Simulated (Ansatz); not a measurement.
The cluster Pb2Se3, relaxed as a singlet with RKS PBE-D4/def2-SVP in Ansatz, starting from the GFN1-xTB geometry. Force threshold 0.02 eV/Å.

In the def2 sets Pb takes a core potential; there is no spin–orbit coupling. Another isomer (singlet) lies 0.46 eV lower at PBE0-D4/def2-TZVP; other spin states weren't run for this one.

Start:

```xyz
5

Pb    2.289    0.026   -0.207
Pb   -2.002    0.331   -1.080
Se   -1.493   -0.367    1.376
Se    0.431    0.538   -1.927
Se    0.776   -0.528    1.838
```

| step | energy (eV) | largest force component (eV/Å) | SCF passes |
| --- | --- | --- | --- |
| 1 | -206499.7394 | 0.852 | 18 |
| 2 | -206499.8078 | 0.640 | 28 |
| 3 | -206499.8693 | 0.158 | 21 |
| 4 | -206499.8864 | 0.120 | 20 |
| 5 | -206499.8874 | 0.031 | 21 |
| 6 | -206499.8875 | 0.001 | 14 |

Force components are those of the run's own axes.

End:

```xyz
5

Pb    2.308    0.028   -0.211
Pb   -2.017    0.335   -1.091
Se   -1.526   -0.387    1.448
Se    0.461    0.575   -2.063
Se    0.774   -0.550    1.916
```

By distances, no bond broke or formed. The bond that changes most is Pb1–Se4, from 2.58 to 2.67 Å (atoms count from 1).

No frequencies were taken in this run, so the end may be a saddle point.

Hardware: 4 threads of Arm Neoverse V1 on a shared host. Wall time 9.5 s.
